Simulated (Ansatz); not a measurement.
Consider the formal exchange of groups at a B–Si bond: `BOB[SiH3]` + `[AlH2][SiH3]` → `BOB[SiH2][AlH2]` + SiH₄.

Gas-phase electronic energies from Ansatz, PBE0-D4/def2-TZVP geometries. CBS: MP2 limit from def2 TZ/QZ plus the TZ coupled-cluster correction, frozen cores. This one scheme is used for every species. Functionals use def2-TZVPP. One conformer a species, not always the lowest.

`BOB[SiH3]`:

Cartesian coordinates in Å:
```
B 1.251 -0.071 -1.972
O 0.790 -0.341 -0.713
B -0.258 0.301 -0.112
Si -0.832 -0.203 1.766
H 0.719 0.781 -2.626
H 2.180 -0.712 -2.365
H -0.821 1.168 -0.731
H -0.752 1.001 2.641
H -0.016 -1.290 2.372
H -2.260 -0.634 1.740
```

`[AlH2][SiH3]`:

```xyz
7

Al    0.361   -1.168    0.698
Si   -0.292    0.863   -0.520
H    -0.711   -2.255    1.137
H     1.890   -1.407    1.061
H     0.104    2.082    0.243
H     0.405    0.933   -1.838
H    -1.756    0.952   -0.781
```

`BOB[SiH2][AlH2]`:

```xyz
12

B     2.578    0.576    0.900
O     1.411    0.898    0.345
B     0.256    1.155   -0.270
Si   -0.762   -0.313   -1.218
Al   -2.369   -1.255    0.382
H     3.576    0.710    0.252
H     2.579    0.170    2.027
H    -0.175    2.274   -0.180
H    -1.491    0.257   -2.388
H     0.167   -1.376   -1.705
H    -1.963   -2.492    1.293
H    -3.808   -0.605    0.562
```

SiH₄:

Cartesian coordinates in Å:
```
Si 0.000 0.000 0.000
H 0.710 1.293 -0.166
H -1.412 0.152 -0.434
H 0.038 -0.406 1.427
H 0.663 -1.039 -0.828
```

Task: Is it downhill or uphill in electronic energy at CCSD(T)/CBS, and by how much? (Best estimate.)

Result: Ansatz gave: Downhill: ΔE = -15.6 kJ/mol.

Task: What do these levels give: PBE-D4, r2SCAN0, CAM-B3LYP, CCSD/def2-SVP, CCSD(T)/def2-TZVPP, CCSD/CBS(def2)? (Best estimate.)

Result: The calculation gave: PBE-D4 -32.2, r2SCAN0 -20.9, CAM-B3LYP -18.4, CCSD/def2-SVP -18.1, CCSD(T)/def2-TZVPP -14.1, CCSD/CBS(def2) -12.5 kJ/mol.

Largest T1 diagnostic among the species: 0.017.

In def2-TZVPP, CCSD(T) changes the Hartree–Fock value by −12.6 kJ/mol (the triples alone add −3.1 kJ/mol) and MP2 by −13.5 kJ/mol. From PBE to PBE0 (25 % exact exchange), in def2-TZVPP and without D4, ΔE moves by +8.7 kJ/mol. At CCSD(T), def2-SVP lies −5.3 kJ/mol from the extrapolated value and def2-TZVPP +1.5 kJ/mol.
